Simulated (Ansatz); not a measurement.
C7H9N, SMILES `Cc1ccc(N)cc1`. Total charge 0; spin multiplicity 1. The geometry is a stationary point of PBE0-D4/def2-TZVP. It is one conformer, not always the lowest.

```xyz
17

C    -0.098   -2.591   -0.771
C    -0.043   -1.156   -0.343
C     0.897   -0.277   -0.871
C     0.935    1.056   -0.504
C     0.023    1.565    0.420
N     0.019    2.914    0.752
C    -0.921    0.691    0.958
C    -0.946   -0.640    0.580
H    -0.481   -3.230    0.027
H     0.891   -2.960   -1.053
H    -0.754   -2.725   -1.638
H     1.624   -0.645   -1.589
H     1.682    1.715   -0.937
H     0.899    3.386    0.623
H    -0.397    3.131    1.643
H    -1.642    1.061    1.681
H    -1.690   -1.296    1.021
```

What is the dipole moment at B3LYP/def2-TZVPP? (An estimate is asked.)

Ansatz gave: 1.37 D, with components (0.60, 0.77, 0.96) D in this frame, pointing from negative to positive charge.

And with PBE, r2SCAN, ωB97M-V? (Best estimate.)

Ansatz gave: PBE 1.45 D, r2SCAN 1.42 D, ωB97M-V 1.32 D.

Give the Mulliken charges with B3LYP, PBE, r2SCAN in def2-TZVPP. (Best estimate.)

Ansatz gave: 
| atom | B3LYP | PBE | r2SCAN |
| --- | --- | --- | --- |
| C1 | -0.24 | -0.24 | -0.14 |
| C2 | 0.02 | 0.05 | 0.04 |
| C3 | -0.14 | -0.14 | -0.11 |
| C4 | -0.16 | -0.16 | -0.17 |
| C5 | 0.17 | 0.17 | 0.23 |
| N6 | -0.29 | -0.27 | -0.31 |
| C7 | -0.16 | -0.16 | -0.17 |
| C8 | -0.14 | -0.14 | -0.11 |
| H9 | 0.08 | 0.08 | 0.04 |
| H10 | 0.08 | 0.08 | 0.04 |
| H11 | 0.09 | 0.09 | 0.06 |
| H12 | 0.11 | 0.09 | 0.08 |
| H13 | 0.10 | 0.08 | 0.06 |
| H14 | 0.14 | 0.15 | 0.15 |
| H15 | 0.14 | 0.15 | 0.15 |
| H16 | 0.10 | 0.08 | 0.06 |
| H17 | 0.11 | 0.09 | 0.08 |

B3LYP here is the variant with VWN-RPA as its local correlation; programs differ in this.
